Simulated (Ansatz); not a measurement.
BBrClH₃OSi (`[SiH3]OB(Cl)Br`). Total charge 0; spin multiplicity 1. The geometry is a stationary point of PBE0-D4/def2-TZVP. It is one conformer, not always the lowest.

```xyz
8

Si   -0.028    1.015    0.768
O    -0.436    0.129   -0.587
B    -0.103   -1.080   -1.028
Cl   -0.751   -1.679   -2.537
Br    1.099   -2.207   -0.020
H    -0.451    0.280    1.982
H     1.434    1.250    0.778
H    -0.765    2.291    0.643
```

(1) What is the dipole moment at ωB97M-V/def2-TZVPP? (An estimate is asked.)

(2) And with PBE, r2SCAN, B3LYP? (Estimate.)

(3) Give the Mulliken charges with ωB97M-V, B3LYP, r2SCAN in def2-TZVPP. (Best estimate.)

## Answers

(1) Computed: 1.70 D, with components (0.04, 1.29, 1.10) D in this frame, pointing from negative to positive charge.

(2) The calculation gave: PBE 1.66 D, r2SCAN 1.69 D, B3LYP 1.71 D.

(3) Ansatz gave: 
| atom | ωB97M-V | B3LYP | r2SCAN |
| --- | --- | --- | --- |
| Si1 | 0.28 | 0.40 | 0.42 |
| O2 | -0.31 | -0.30 | -0.36 |
| B3 | 0.23 | 0.28 | 0.32 |
| Cl4 | -0.09 | -0.12 | -0.12 |
| Br5 | -0.09 | -0.11 | -0.10 |
| H6 | -0.01 | -0.05 | -0.05 |
| H7 | -0.01 | -0.05 | -0.05 |
| H8 | -0.01 | -0.05 | -0.06 |

B3LYP here is the variant with VWN-RPA as its local correlation; programs differ in this.
